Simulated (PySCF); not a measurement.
# How methods differ on the excitation energy of O²⁺

O²⁺ [He] 2s2 2p2 (3P) → O²⁺ [He] 2s1 2p3 (5S), as a difference of total energies. Calculation: PySCF 2.14, in x2c-QZVPPall (7s4p3d2f1g, 57 functions); the spin-free X2C one-electron Hamiltonian (Gaussian nucleus). Correlated levels: valence and next inner shell: nothing frozen. The calculations carry no spin-orbit coupling.

```csv
method,excitation energy (eV)
UHF,5.540
MP2 (valence and next inner shell),6.918
SCS-MP2 (valence and next inner shell),7.572
CCSD (valence and next inner shell),7.331
CCSD(T) (valence and next inner shell),7.372
```

**Question.** How much does correlation contribute at CCSD(T) (valence and next inner shell)?

**Answer.** 7.372 − (5.540) = 1.832 eV, measured against UHF.

A first-order spin-orbit estimate (lowest level to lowest level, LS coupling) adds 0.028 eV.
